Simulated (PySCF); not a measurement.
**Fractional electron number in Cr²⁺ (chromium, charge +2)**

The 3d alpha orbital of [Ar] 3d4 is emptied in steps (occupation f), with all orbitals relaxed, ending at [Ar] 3d3. All numbers are calculated (PySCF 2.14, scalar relativity by spin-free X2C-1e, in aug-cc-pVTZ-DK (8s7p5d3f2g, 93 functions)). The exact energy is a straight line in f; departures are measured from the line between the end points of the same method.

```json
{"f": "1", "BHandHLYP (eV)": "0.000", "wB97X (eV)": "0.000", "HSE06 (eV)": "0.000"}
{"f": "0.75", "BHandHLYP (eV)": "-0.557", "wB97X (eV)": "-0.531", "HSE06 (eV)": "-1.093"}
{"f": "0.5", "BHandHLYP (eV)": "-0.750", "wB97X (eV)": "-0.719", "HSE06 (eV)": "-1.468"}
{"f": "0.25", "BHandHLYP (eV)": "-0.569", "wB97X (eV)": "-0.546", "HSE06 (eV)": "-1.108"}
{"f": "0", "BHandHLYP (eV)": "0.000", "wB97X (eV)": "0.000", "HSE06 (eV)": "0.000"}
```

**Question.** For wB97X, how does the orbital energy at f = 1 compare with the removal energy?

**Answer.** −ε = 28.117 eV against a total-energy difference of 30.901 eV. By Janak's theorem ε = ∂E/∂f, so the gap between them reflects the curvature. Along the path −ε is 29.450 (f = 0.75), 30.861 (f = 0.5), 32.333 (f = 0.25) eV.

```
   method  E(f=0) − E(f=1) (eV)  −ε at f=1 (eV)  −ε at f=0.5 (eV)
BHandHLYP                30.888          27.957            30.857
    wB97X                30.901          28.117            30.861
    HSE06                31.273          25.495            31.233
```

Reference removal energy between the ground levels: 30.959 ± 0.025 eV (measured; NIST Atomic Spectra Database, ionization energies). The calculation has no spin-orbit coupling. The determinant left behind need not be the lowest term of the ion.
